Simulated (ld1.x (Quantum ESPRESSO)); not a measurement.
# An all-electron radial function and its pseudo partner (scandium (Sc))

Columns: radius, all-electron u(r) and pseudo u(r) of the 3p shell (level -30.89 eV) of scandium in the configuration [Ne] 3s2 3p6 3d2 4s1 4p0; PBE, scalar-relativistic, TM scheme, ld1.x (Quantum ESPRESSO) 7.5.

```
r (bohr)  all-electron   pseudo
   0.125        0.4296  -0.0431
   0.250        0.4246  -0.1643
   0.375        0.0599  -0.3412
   0.500       -0.3495  -0.5411
   0.625       -0.6688  -0.7283
   0.750       -0.8708  -0.8726
   0.875       -0.9678  -0.9568
   1.000       -0.9861  -0.9788
   1.125       -0.9521  -0.9498
   1.250       -0.8869  -0.8866
   1.375       -0.8058  -0.8058
   1.500       -0.7191  -0.7191
   1.625       -0.6333  -0.6333
   1.750       -0.5521  -0.5521
   1.875       -0.4776  -0.4776
   2.000       -0.4107  -0.4107
   2.125       -0.3515  -0.3515
   2.250       -0.2996  -0.2996
   2.375       -0.2546  -0.2546
   2.500       -0.2158  -0.2158
   2.625       -0.1826  -0.1826
   2.750       -0.1542  -0.1542
   2.875       -0.1301  -0.1301
   3.000       -0.1096  -0.1096
   3.125       -0.0922  -0.0922
   3.250       -0.0776  -0.0776
```

Problem. How many radial nodes do the two functions have?

Solution. The all-electron 3p function has n − l − 1 = 1; the pseudo-wave has 0, since the states of the same l below it are removed with the core.

Problem. At about which radius was the pseudo-wave matched?

Solution. 1.45 bohr. The columns agree to 0.0005 from 1.25 bohr on; several derivatives are matched, so the curves merge somewhat inside the radius.

Problem. Where does each function peak?

Solution. Outermost all-electron maximum near 1.00 bohr, pseudo maximum near 1.00 bohr (to the table’s step).

Problem. Is the pseudo-wave norm-conserving?

Solution. Yes: the TM scheme keeps the norm inside the radius equal to the all-electron one, which fixes the energy derivative of the logarithmic derivative at the level.
